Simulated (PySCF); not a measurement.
**Computed spin Hamiltonian**

Species: C5H7ClF (doublet state).
Structure used (GFN2-xTB), in Å, numbered top down from 1:
```xyz
14
C5H7ClF angstrom
C      2.045   -0.222    0.355
C      0.639   -0.021    0.491
C     -0.317   -0.140   -0.717
C     -1.650   -0.820   -0.552
C     -0.073    1.194   -0.115
F     -1.056    1.752    0.637
Cl     0.818    2.430   -0.973
H      2.618   -0.619    1.168
H      2.549    0.052   -0.551
H      0.208   -0.321    1.439
H      0.173   -0.314   -1.666
H     -2.104   -0.553    0.399
H     -2.325   -0.519   -1.351
H     -1.525   -1.900   -0.591
```

The hyperfine couplings belong to this conformer and change with its torsions.

The species is `[CH2][C@@H]1[C@@H](C)[C@]1(F)Cl` [radical].

Method: UKS B3LYP, pcH-1 on C Cl F H, non-relativistic, mean-field spin-orbit, GIAO in PySCF. Isolated species at its GFN2-xTB geometry (one conformer only). A GFN2-xTB geometry isn't a minimum of the functional, and hyperfine couplings can be far from their values at a DFT geometry. Stability of the SCF solution: not tested.

```json
{
 "g1, g2, g3": "2.00257, 2.00308, 2.00396",
 "g_iso": "2.00320",
 "Form of g": "rhombic: the two nearest values differ by 37 % of g3 − g1",
 "⟨S²⟩": "0.7550 (exact 0.7500)",
 "α and β electrons": "32, 31",
 "HOMO–LUMO gap, α and β orbitals": "6.05, 5.72 eV",
 "Total energy": "-754.71567 Eh",
 "Basis functions": "255"
}
```

Hyperfine couplings atom by atom, in MHz; T1 to T3 are the principal values of the dipolar part; ρ(0) is the spin density at the nucleus:

| atom | isotope | a_iso | of which spin–orbit | T1 | T2 | T3 | Mulliken spin population | ρ(0) (bohr⁻³) |
| --- | --- | --- | --- | --- | --- | --- | --- | --- |
| C1 | 13C | 78.9 | -0.1 | -75.9 | -74.9 | 150.9 | 1.01 | 0.0703 |
| C2 | 13C | -42.2 | 0.0 | -4.4 | -0.7 | 5.1 | -0.12 | -0.0375 |
| C3 | 13C | 60.1 | 0.0 | -9.2 | -8.9 | 18.1 | 0.08 | 0.0535 |
| C4 | 13C | 1.9 | 0.0 | -1.1 | -0.9 | 2.0 | 0.00 | 0.0017 |
| C5 | 13C | 117.4 | 0.0 | -10.4 | -9.6 | 20.0 | 0.09 | 0.1044 |
| F6 | 19F | 54.1 | 0.2 | -38.3 | -31.0 | 69.2 | 0.01 | 0.0128 |
| Cl7 | 35Cl | 0.9 | 0.0 | -1.9 | -1.3 | 3.2 | 0.01 | 0.0019 |
| H8 | 1H | -60.9 | 0.0 | -37.0 | 0.1 | 36.8 | -0.04 | -0.0136 |
| H9 | 1H | -59.3 | 0.0 | -35.9 | -0.3 | 36.2 | -0.04 | -0.0133 |
| H10 | 1H | 3.4 | 0.0 | -4.2 | -2.6 | 6.8 | 0.00 | 0.0008 |
| H11 | 1H | -4.9 | 0.0 | -5.8 | -1.0 | 6.8 | 0.00 | -0.0011 |
| H12 | 1H | 1.1 | 0.0 | -1.5 | -1.3 | 2.8 | 0.00 | 0.0002 |
| H13 | 1H | 13.3 | 0.0 | -1.3 | -0.7 | 2.0 | 0.01 | 0.0030 |
| H14 | 1H | 1.3 | 0.0 | -1.8 | -1.1 | 2.8 | 0.00 | 0.0003 |

The largest Mulliken spin populations are on C1 (+1.01), C2 (-0.12), C5 (+0.09) and C3 (+0.08). No atom but C1 exceeds +0.15. The positive populations add up to 1.21 and the negative ones to -0.21, together 2S = 1. The angles at C1 add up to 360.0°, so it is planar; its axial dipolar tensor and the negative couplings of its protons fit spin in a p orbital normal to that plane.

Under fast tumbling the dipolar parts average out, and these isotropic splittings remain (the largest six): 1 × 1H (H8, I = 1/2, 2 lines) with 2.17 mT, 1 × 1H (H9, I = 1/2, 2 lines) with 2.12 mT, 1 × 19F (F6, I = 1/2, 2 lines) with 1.93 mT, 3 × 1H (H12/H13/H14, I = 1/2, 4 lines) with 0.19 mT, 1 × 1H (H11, I = 1/2, 2 lines) with 0.18 mT and 1 × 1H (H10, I = 1/2, 2 lines) with 0.12 mT.

Means are taken over nuclei equivalent by connectivity, which assumes that they swap fast. H8 and H9 aren't averaged: C1 is flat or nearly so (angle sum 360°), and its turn about the short C1–C2 bond (1.43 Å) is taken as slow. The three 1H nuclei of mean +5.2 MHz run from 1.1 to 13.3 MHz in the frozen geometry.

Main isotope only: 35Cl (natural samples also hold 24 % 37Cl, magnetic too, which adds its own pattern).

The 13C coupling of C5 (117.4 MHz) shows only in satellite lines or after enrichment, since that isotope makes up about 1.07 % of natural carbon.

Hardware: one thread, Arm Neoverse V2 (aarch64), shared host. Cost: 70 s (grids of density and orbitals included), 0.95 GiB resident at most.
